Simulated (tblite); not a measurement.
Species: C6H4NO (doublet state).
Structure used (GFN2-xTB), in Å, numbered top down from 1:
```
atom  x, y, z in Å
C1     4.0340    0.6361    0.1679
C2     2.9088    0.3328   -0.1773
C3     1.5513   -0.0032   -0.0624
N4     0.5371    0.8171   -0.1560
C5    -0.5710    0.0495   -0.0210
C6    -1.9411    0.6044   -0.1012
C7    -0.1622   -1.2509    0.1836
O8     1.1777   -1.2843    0.1718
H9    -2.0819    1.1022   -1.0587
H10   -2.6779   -0.1860    0.0106
H11   -2.0813    1.3499    0.6794
H12   -0.6922   -2.1685    0.3373
```

Method: GFN2-xTB as coded in tblite; computed harmonic values from a numerical Hessian at the method's own geometry, unscaled. Errors from tens to a few hundred cm⁻¹ against measured bands are possible. One conformer, not necessarily the lowest. Open shells enter through the occupations alone, without spin polarisation, and single modes of such species can be off by tens of per cent.

Harmonic wavenumbers (cm⁻¹): 49.5, 121.7, 133.9, 263.2, 295.9, 394.0, 446.6, 588.3, 611.5, 679.7, 708.2, 733.8, 941.3, 996.7, 1025.5, 1033.8, 1101.5, 1169.4, 1232.8, 1304.3, 1391.5, 1447.9, 1459.6, 1484.7, 1533.3, 2024.9, 3020.9, 3034.4, 3055.0, 3182.8.

A = 6661, B = 1457, C = 1209 MHz; mass 106.029 u (most abundant isotopes); point group C1, symmetry number 1; spin multiplicity 2.

**Question.** Zero-point energy?

**Answer.** Half the sum of the wavenumbers: 17733 cm⁻¹ = 212.14 kJ/mol.

**Question.** What is S at 298.15 K and 1 bar for an ideal gas of classical rigid rotors and harmonic oscillators?

**Answer.** Translation 167.02, rotation 115.92, vibration 75.69, spin (R ln 2) 5.76: S = 364.4 J/(mol K).

**Question.** And Cp and H(298.15 K) − H(0)?

**Answer.** Cp = 114.47 J/(mol K), of which vibrations give 81.21 (their classical limit is 30 R = 249.4); H(298.15 K) − H(0) = 21.93 kJ/mol without the zero-point energy, 12.01 from vibrations.

**Question.** Blend soft modes into free rotors: weight 1/[1 + (100 cm⁻¹/ν̃)⁴] for the oscillator and the rest for a rotor with moment μB/(μ + B), μ = h/(8π²ν), B = 10⁻⁴⁴ kg m². What vibrational entropy results?

**Answer.** 69.82 J/(mol K) in place of 75.69, which changes −T·S at 298.15 K by +1.75 kJ/mol.

**Question.** Which modes carry the vibrational entropy at 298.15 K?

**Answer.** 49.5 cm⁻¹: 20.24; 121.7 cm⁻¹: 12.86; 133.9 cm⁻¹: 12.09; 263.2 cm⁻¹: 6.86; 295.9 cm⁻¹: 6.02; 394.0 cm⁻¹: 4.12 J/(mol K); the other 24 give 13.49 together.

**Question.** What must be added to the electronic energy to get the Gibbs energy at 298.15 K and 1 bar?

**Answer.** ZPE + [H(298.15 K) − H(0)] − T·S = 212.14 + 21.93 − 108.64 = 125.43 kJ/mol.

Hindered rotation and anharmonicity are outside this model. Other conformers, if any are populated, would add a mixing term that is left out. The structure is chiral; the term R ln 2 for an equal mix with its mirror image is left out.
